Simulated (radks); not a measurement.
The numbers below are computed, except where a source is named.
Numerical settings for the antimony ion Sb2+, [Kr] 4d10 5s2 5p1. Code: a radial shooting solver on a logarithmic mesh with Libxc functionals. Model: scalar-relativistic Kohn-Sham, BLYP, spin-polarised, spherical densities, finite nucleus; open shells are filled with parallel spins first (spin-orbit coupling, left out, can overturn this in heavy ions); Fermi nuclear charge, rms radius 4.6802 fm. The defaults (mesh step 0.008 in ln r, mesh end at 40 bohr or more with all orbitals vanishing there, Anderson mixing 0.5 over 9 steps, residual threshold near 1e-9 with the energy settled to 1e-9 hartree or 1e-11 of itself, here a cap of 64 iterations) give E = -6481.0317 hartree and 5p at -20.412 eV in 17 iterations. Times are rough (one thread of a shared host). Changes against that run (0 stands for a change within the tolerance of the run):

| setting | iterations | converged | E (mhartree) | e(5p) (meV) | CPU (s) |
|---|---|---|---|---|---|
| mesh step in ln r 0.005 | 19 | yes | 0 | 0 | 0.51 |
| mesh step in ln r 0.02 | 15 | yes | +0.000205 | 0 | 0.13 |
| mesh step in ln r 0.03 | 15 | yes | +0.00279 | 0 | 0.1 |
| mesh end (bohr) 2 | 17 | level above zero | +9.38e+03 | +9.18e+04 | 0.32 |
| mesh end (bohr) 3 | 17 | yes | +1.03e+03 | +1.59e+04 | 0.27 |
| residual threshold 0.1 | 10 | yes | -0.000397 | -0.232 | 0.21 |
| residual threshold 0.001 | 10 | yes | -0.000397 | -0.232 | 0.21 |
| mixing 0.05 | 31 | yes | 0 | 0 | 0.5 |
| linear mixing, mixing 1 | 16 | no | diverged | - | 0.46 |
| linear mixing, mixing 0.05 | 64 | no | +1.76 | -298 | 1.1 |
| mixing history 3 | 22 | yes | 0 | 0 | 0.35 |
| iteration cap 5 | 5 | no | +0.297 | +104 | 0.11 |

Settled on a wrong energy, with an occupied level pushed above zero by the early mesh end: mesh end (bohr) 2 (+9.38 hartree). Apart from these: settings that end as converged yet miss the energy by more than 1 mhartree: mesh end (bohr) 3 (+1.03 hartree). A mesh that ends early acts as a hard wall.
